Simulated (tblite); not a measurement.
Record of a relaxation.

Species: C₅H₁₂SSeSi.
Atom-mapped SMILES: `[SiH3:1][CH2:2][C@H:3]1[CH2:4][CH2:5][S:6][CH2:7][Se:8]1` (hydrogens: H9, H10, H11 on Si1; H12, H13 on C2; H14 on C3; H15, H16 on C4; H17, H18 on C5; H19, H20 on C7)

Computed with GFN2-xTB (tblite), gas phase: L-BFGS steps from a force-field or distance-geometry start until the largest atomic force falls under 0.01 eV/Å. 6 of its 120 geometries are shown.

Step 0: E = -678.1264 eV, largest atomic force 2.838 eV/Å
```
atom  x, y, z in Å  |  force x, y, z in eV/Å
Si1    -2.874   -0.040    0.041   -2.687   0.883  -0.230
C2     -1.273   -0.619    0.658    1.265  -1.090   2.007
C3     -0.142   -0.744   -0.341   -1.259  -0.896   0.150
C4      0.222    0.499   -1.036   -1.887   1.207  -1.680
C5      1.419    1.258   -0.652    1.274   2.397   0.091
S6      2.969    0.343   -0.543    1.068   0.107   0.036
C7      2.779   -0.590    1.022   -0.844   1.559   0.283
Se8     1.227   -1.660    0.655    0.463  -2.666   0.736
H9     -2.991    1.417    0.308    0.039  -0.230  -0.247
H10    -3.942   -0.675    0.862    0.286   0.152  -0.202
H11    -3.175   -0.375   -1.348    0.178   0.057  -0.073
H12    -0.966    0.017    1.524   -0.037  -0.340  -0.521
H13    -1.429   -1.649    1.121    0.226   0.950  -0.455
H14    -0.515   -1.472   -1.102    0.521   0.099   0.392
H15    -0.646    1.223   -0.956    0.588  -0.543   0.013
H16     0.266    0.286   -2.121    0.298   0.024   0.279
H17     1.325    1.920    0.250   -0.079  -0.833  -0.347
H18     1.603    1.994   -1.494    0.122  -0.657   0.789
H19     3.632   -1.219    1.271   -0.126   0.165  -0.294
H20     2.506    0.097    1.875    0.593  -0.347  -0.727
```

Step 24: E = -679.1241 eV, largest atomic force 0.352 eV/Å
```
atom  x, y, z in Å  |  force x, y, z in eV/Å
Si1    -2.890    0.030    0.069   -0.318   0.112   0.102
C2     -1.234   -0.557    0.791    0.278  -0.102   0.107
C3     -0.187   -0.802   -0.281    0.138  -0.200  -0.078
C4      0.263    0.421   -1.075   -0.109   0.040  -0.128
C5      1.384    1.307   -0.535   -0.162   0.133  -0.110
S6      3.008    0.485   -0.573   -0.083   0.120   0.117
C7      2.665   -0.565    0.851    0.057   0.152   0.034
Se8     1.335   -1.958    0.395    0.085   0.149   0.163
H9     -3.013    1.487    0.169    0.066   0.020  -0.040
H10    -3.977   -0.574    0.842    0.032  -0.001   0.005
H11    -3.008   -0.384   -1.326    0.031  -0.009  -0.057
H12    -0.859    0.129    1.550    0.021   0.081   0.015
H13    -1.412   -1.510    1.301    0.041   0.077  -0.001
H14    -0.618   -1.506   -0.999   -0.078  -0.055  -0.087
H15    -0.632    1.047   -1.205    0.141  -0.019   0.024
H16     0.571    0.096   -2.076    0.046  -0.016   0.100
H17     1.223    1.655    0.493   -0.082  -0.068  -0.236
H18     1.469    2.166   -1.208    0.073  -0.027   0.196
H19     3.593   -1.046    1.155   -0.093  -0.149  -0.086
H20     2.314    0.088    1.658   -0.085  -0.238  -0.041
```

Step 48: E = -679.2837 eV, largest atomic force 0.076 eV/Å
```
atom  x, y, z in Å  |  force x, y, z in eV/Å
Si1    -2.810    0.102    0.128    0.007  -0.002   0.049
C2     -1.103   -0.488    0.772    0.000   0.011  -0.024
C3     -0.174   -0.864   -0.370    0.003  -0.013   0.017
C4      0.283    0.331   -1.199   -0.004  -0.044   0.003
C5      1.179    1.327   -0.474   -0.032  -0.006  -0.025
S6      2.893    0.736   -0.300    0.012   0.013  -0.019
C7      2.602   -0.598    0.874   -0.040  -0.039   0.019
Se8     1.384   -2.000    0.207    0.027  -0.014  -0.001
H9     -2.873    1.567    0.136    0.036  -0.034  -0.001
H10    -3.862   -0.445    0.984    0.036   0.019   0.005
H11    -2.986   -0.379   -1.246   -0.017   0.002   0.033
H12    -0.643    0.287    1.385   -0.030  -0.047   0.052
H13    -1.244   -1.356    1.422    0.010   0.025  -0.068
H14    -0.689   -1.573   -1.029    0.002   0.038  -0.023
H15    -0.622    0.855   -1.525    0.042   0.024  -0.027
H16     0.811   -0.020   -2.089    0.008  -0.025  -0.015
H17     0.807    1.567    0.521   -0.004   0.034   0.025
H18     1.263    2.245   -1.053    0.000   0.012  -0.002
H19     3.560   -1.088    1.044   -0.011   0.004   0.014
H20     2.217   -0.196    1.811   -0.044   0.042  -0.012
```

Step 71: E = -679.3365 eV, largest atomic force 0.097 eV/Å
```
atom  x, y, z in Å  |  force x, y, z in eV/Å
Si1    -2.723    0.161    0.256   -0.001  -0.024  -0.023
C2     -1.031   -0.603    0.710   -0.026   0.021  -0.018
C3     -0.143   -0.896   -0.485    0.032   0.004   0.028
C4      0.331    0.311   -1.289    0.026   0.018   0.027
C5      1.124    1.358   -0.518    0.043   0.011   0.032
S6      2.830    0.820   -0.150   -0.094   0.025   0.005
C7      2.443   -0.555    0.950   -0.007   0.013  -0.007
Se8     1.441   -2.008    0.070    0.032  -0.003   0.014
H9     -2.622    1.618    0.157    0.046  -0.001  -0.019
H10    -3.692   -0.191    1.295    0.051   0.015   0.002
H11    -3.148   -0.399   -1.029    0.005   0.018   0.006
H12    -0.506    0.034    1.425   -0.045  -0.012   0.005
H13    -1.218   -1.550    1.224    0.008   0.025   0.001
H14    -0.669   -1.571   -1.170    0.024  -0.011   0.024
H15    -0.545    0.797   -1.727   -0.054   0.009   0.049
H16     0.956   -0.049   -2.111    0.002   0.008  -0.040
H17     0.646    1.642    0.422    0.005  -0.052  -0.032
H18     1.254    2.254   -1.123   -0.018  -0.010  -0.026
H19     3.389   -0.977    1.284    0.003  -0.023  -0.011
H20     1.878   -0.184    1.807   -0.033  -0.032  -0.016
```

Step 95: E = -679.3517 eV, largest atomic force 0.049 eV/Å
```
atom  x, y, z in Å  |  force x, y, z in eV/Å
Si1    -2.649    0.193    0.260   -0.027  -0.019  -0.033
C2     -1.000   -0.659    0.694   -0.010  -0.001  -0.017
C3     -0.116   -0.930   -0.508    0.032  -0.006   0.004
C4      0.315    0.301   -1.297   -0.011  -0.001  -0.020
C5      1.068    1.366   -0.513   -0.004  -0.012   0.011
S6      2.770    0.873   -0.085    0.008  -0.017   0.014
C7      2.396   -0.543    0.970    0.015   0.003  -0.032
Se8     1.496   -2.011    0.018   -0.002   0.000   0.006
H9     -2.422    1.624    0.056   -0.002   0.046   0.016
H10    -3.565   -0.025    1.378    0.001   0.025  -0.005
H11    -3.184   -0.386   -0.973    0.008  -0.017   0.022
H12    -0.468   -0.058    1.434   -0.020  -0.035  -0.003
H13    -1.220   -1.615    1.175    0.009  -0.004   0.007
H14    -0.634   -1.608   -1.196    0.005   0.008   0.030
H15    -0.591    0.762   -1.706    0.009   0.013  -0.018
H16     0.939   -0.018   -2.136   -0.001   0.005  -0.005
H17     0.552    1.640    0.408   -0.003   0.001   0.006
H18     1.196    2.259   -1.124   -0.014  -0.007   0.006
H19     3.342   -0.931    1.341    0.007   0.007  -0.013
H20     1.768   -0.224    1.801    0.001   0.011   0.025
```

Step 119: E = -679.3555 eV, largest atomic force 0.009 eV/Å
```
atom  x, y, z in Å  |  force x, y, z in eV/Å
Si1    -2.639    0.218    0.247   -0.001  -0.001  -0.002
C2     -1.015   -0.682    0.686   -0.001   0.001   0.002
C3     -0.113   -0.942   -0.506    0.003  -0.002   0.005
C4      0.311    0.293   -1.294   -0.001  -0.002   0.002
C5      1.041    1.362   -0.495   -0.002   0.000   0.001
S6      2.756    0.898   -0.086    0.001  -0.004  -0.006
C7      2.419   -0.529    0.965    0.000   0.003   0.001
Se8     1.508   -2.004    0.032   -0.004  -0.002   0.002
H9     -2.377    1.639    0.002    0.002  -0.007   0.005
H10    -3.546    0.077    1.385    0.002   0.003  -0.003
H11    -3.204   -0.395   -0.955   -0.004   0.003   0.003
H12    -0.485   -0.117    1.455    0.000   0.000  -0.009
H13    -1.264   -1.645    1.137    0.004   0.003  -0.006
H14    -0.618   -1.628   -1.196    0.005  -0.001   0.002
H15    -0.592    0.744   -1.719    0.001   0.000  -0.001
H16     0.950   -0.020   -2.125    0.002   0.001   0.003
H17     0.524    1.604    0.433    0.001   0.003   0.000
H18     1.143    2.269   -1.090   -0.001   0.002   0.004
H19     3.380   -0.912    1.304   -0.003   0.000  -0.004
H20     1.816   -0.220    1.819   -0.004   0.001  -0.001
```

Q: Summarise the path.

A: The energy falls by 28.34 kcal/mol from step 0 to step 119; nine tenths of that is first reached at step 34. It falls at every step. The largest force goes from 2.838 to 0.009 eV/Å. Among the bonds Si1–C2 changes most, from 1.810 to 1.908 Å; the atoms move by 0.601 Å rms after alignment.

The cost below is that of the whole relaxation. Hardware: one thread of an Arm Neoverse N1, shared host. Cost: 2.1 s wall.
